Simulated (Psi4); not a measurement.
H2Br2O2Si (SMILES O[Si](O)(Br)Br), singlet, geometry from GFN2-xTB; Psi4 with HF/def2-SVPD.

The Psi4 input:
```
memory 2 GB

molecule {
0 1
O    -0.18985248   -1.72998463    1.09035362
Si   -0.44853231   -0.50793548    0.07732491
O    -1.83158935   -0.55917494   -0.74186632
Br   -0.35264536    1.25434536    1.37818731
Br    1.07079538   -0.44108426   -1.50199308
H     0.01093154   -2.62350047    0.83048565
H    -2.69519542   -0.41626464   -0.36773087
}

set {
  basis def2-svpd
}

energy('scf')
print_variables()
```

It wrote (shortened):

```
   => Loading Basis Set <=

    Name: DEF2-SVPD
    Role: ORBITAL
    Keyword: BASIS

         ---------------------------------------------------------
                                   SCF
               by Justin Turney, Rob Parrish, Andy Simmonett
                          and Daniel G. A. Smith
                              RHF Reference
         ---------------------------------------------------------

  ==> Geometry <==

    Molecular point group: c1
    Full point group: C1

    Geometry (in Angstrom), charge = 0, multiplicity = 1:

       Center              X                  Y                   Z               Mass
    ------------   -----------------  -----------------  -----------------  -----------------
         O           -0.231198264847    -1.776806212308     1.097481444206    15.994914619570
         SI          -0.489878094847    -0.554757062308     0.084452734206    27.976926534650
         O           -1.872935134847    -0.605996522308    -0.734738495794    15.994914619570
         BR          -0.393991144847     1.207523777692     1.385315134206    78.918337600000
         BR           1.029449595153    -0.487905842308    -1.494865255794    78.918337600000
         H           -0.030414244847    -2.670322052308     0.837613474206     1.007825032230
         H           -2.736541204847    -0.463086222308    -0.360603045794     1.007825032230

  Running in c1 symmetry.

  Rotational constants: A =      0.08099  B =      0.02872  C =      0.02535 [cm^-1]
  Rotational constants: A =   2427.96295  B =    861.03720  C =    759.85626 [MHz]
  Nuclear repulsion =  732.242491732355688

  Charge       = 0
  Multiplicity = 1
  Electrons    = 102
  Nalpha       = 51
  Nbeta        = 51

  ==> Algorithm <==

  SCF Algorithm Type is DF.
  DIIS enabled.
  MOM disabled.
  Fractional occupation disabled.
  Guess Type is SAD.
  Energy threshold   = 1.00e-06
  Density threshold  = 1.00e-06
  Integral threshold = 1.00e-12

  ==> Primary Basis <==

  Basis Set: DEF2-SVPD
    Blend: DEF2-SVPD
    Number of shells: 66
    Number of basis functions: 168
    Number of Cartesian functions: 182
    Spherical Harmonics?: true
    Max angular momentum: 2

   => Loading Basis Set <=

    Name: (DEF2-SVPD AUX)
    Role: JKFIT
    Keyword: DF_BASIS_SCF

  ==> Integral Setup <==

  SCF_SUBTYPE=INCORE selected. In-core MEM_DF algorithm will be used.
  Using in-core AOs.

  ==> MemDFJK: Density-Fitted J/K Matrices <==

    J tasked:                   Yes
    K tasked:                   Yes
    wK tasked:                   No
    Algorithm:                 Core
    Schwarz Cutoff:           1E-12
    Mask sparsity (%):       5.0737
    Fitting Condition:        1E-10

   => Auxiliary Basis Set <=

  Basis Set: (DEF2-SVPD AUX)
    Blend: DEF2-UNIVERSAL-JKFIT
    Number of shells: 220
    Number of basis functions: 850
    Number of Cartesian functions: 1123
    Spherical Harmonics?: true
    Max angular momentum: 5

  Minimum eigenvalue in the overlap matrix is 2.6680126448E-04.
  Reciprocal condition number of the overlap matrix is 3.0475646224E-05.
    Using symmetric orthogonalization.

  ==> Pre-Iterations <==

  SCF Guess: Superposition of Atomic Densities via on-the-fly atomic UHF (no occupation information).

   -------------------------
    Irrep   Nso     Nmo
   -------------------------
     A        168     168
   -------------------------
    Total     168     168
   -------------------------

  ==> Iterations <==

                           Total Energy        Delta E     RMS |[F,P]|

   @DF-RHF iter SAD: -5580.25367199047287   -5.58025e+03   0.00000e+00
   @DF-RHF iter   1: -5583.53723819040806   -3.28357e+00   9.59987e-03 ADIIS/DIIS
   @DF-RHF iter   2: -5583.90335241571574   -3.66114e-01   5.15402e-03 ADIIS/DIIS
   @DF-RHF iter   3: -5584.03355363184892   -1.30201e-01   2.66241e-04 ADIIS/DIIS
   @DF-RHF iter   4: -5584.03463726912923   -1.08364e-03   1.09683e-04 ADIIS/DIIS
   @DF-RHF iter   5: -5584.03483311219043   -1.95843e-04   2.20478e-05 DIIS
   @DF-RHF iter   6: -5584.03485128639022   -1.81742e-05   6.92748e-06 DIIS
   @DF-RHF iter   7: -5584.03485307509618   -1.78871e-06   2.46176e-06 DIIS
   @DF-RHF iter   8: -5584.03485324320809   -1.68112e-07   5.07164e-07 DIIS
  Energy and wave function converged.

  ==> Post-Iterations <==

    Orbital Energies [Eh]
    ---------------------

    Doubly Occupied:

[...]
    Virtual:

[...]
    Final Occupation by Irrep:
              A
    DOCC [    51 ]
    NA   [    51 ]
    NB   [    51 ]

  @DF-RHF Final Energy: -5584.03485324320809

   => Energetics <=

    Nuclear Repulsion Energy =            732.2424917323556883
    One-Electron Energy =               -9235.2344808152993210
    Two-Electron Energy =                2918.9571358397361109
    Total Energy =                      -5584.0348532432080901

Computation Completed

Properties will be evaluated at   0.000000,   0.000000,   0.000000 [a0]

Properties computed using the SCF density matrix

 Multipole Moments:

 ------------------------------------------------------------------------------------
     Multipole            Electronic (a.u.)      Nuclear  (a.u.)        Total (a.u.)
 ------------------------------------------------------------------------------------

 L = 1.  Multiply by 2.5417464519 to convert [e a0] to [Debye]
 Dipole X            :          7.3471669           -7.9694857           -0.6223188
 Dipole Y            :          8.3202183           -9.0249565           -0.7047381
 Dipole Z            :         -1.2666179            1.3739028            0.1072849
 Magnitude           :                                                    0.9462804

 ------------------------------------------------------------------------------------

  Variable Map:
  ----------------------------------------------------------------------------
[...]
  Array Variable Map:
  ----------------------------------------------------------------------------
[...]
[...]
```
